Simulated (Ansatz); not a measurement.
`N#C[S][GeH3]`. Total charge 0; spin multiplicity 1. Geometry: relaxed with PBE0-D4/def2-TZVP.

```xyz
7

N     0.629    0.732    2.615
C     0.671    0.968    1.484
S     0.745    1.336   -0.154
Ge   -0.357   -0.504   -0.868
H    -1.755   -0.482   -0.247
H     0.454   -1.730   -0.442
H    -0.387   -0.319   -2.387
```

(1) What is the dipole moment at r2SCAN/def2-TZVPP? (Best estimate.)

(2) And with PBE, B3LYP, ωB97M-V? (An estimate is asked.)

(3) Give the Mulliken charges with r2SCAN, PBE, ωB97M-V in def2-TZVPP. (An estimate is asked.)

Results:

(1) Ansatz gave: 4.36 D, with components (-0.98, -1.13, -4.10) D in this frame, pointing from negative to positive charge.

(2) Computed: PBE 4.26 D, B3LYP 4.36 D, ωB97M-V 4.37 D.

(3) Ansatz gave: 
```csv
atom,r2SCAN,PBE,ωB97M-V
N1,-0.09,0.01,-0.05
C2,-0.07,-0.15,-0.11
S3,-0.12,-0.11,-0.09
Ge4,0.20,0.16,0.09
H5,0.03,0.04,0.06
H6,0.03,0.04,0.06
H7,0.02,0.03,0.05
```

B3LYP here is the variant with VWN-RPA as its local correlation; programs differ in this.
